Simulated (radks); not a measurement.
Coulomb parameter of the 4d shell of the molybdenum ion Mo3+ in the model configuration [Kr] 4d2 5s1, as a second difference U = [E(n + 0.25) + E(n - 0.25) - 2 E(n)] / (0.25)^2 with all orbitals relaxed. "Bare": the charge of the atom changes with n. "Screened": the 5s shell takes up the change at fixed total charge, which measures U(4d,4d) + U(5s,5s) - 2 U(4d,5s). Method: Dirac Kohn-Sham, BLYP, spin-unpolarised, spherical densities, finite nucleus; open shells are shared between the two j in proportion to 2j + 1; Fermi nuclear charge, rms radius 4.4091 fm; computed with a radial shooting solver on a logarithmic mesh with Libxc functionals.

start: configuration [Kr] 4d2 5s1; E - E(n) (eV) 0.000
bare +0.25: configuration [Kr] 4d2.25 5s1; E - E(n) (eV) -8.618
bare -0.25: configuration [Kr] 4d1.75 5s1; E - E(n) (eV) 9.439
screened +0.25: configuration [Kr] 4d2.25 5s0.75; E - E(n) (eV) -1.828
screened -0.25: configuration [Kr] 4d1.75 5s1.25; E - E(n) (eV) 1.938

U(bare) = 13.134 eV, U(screened by 5s) = 1.749 eV.
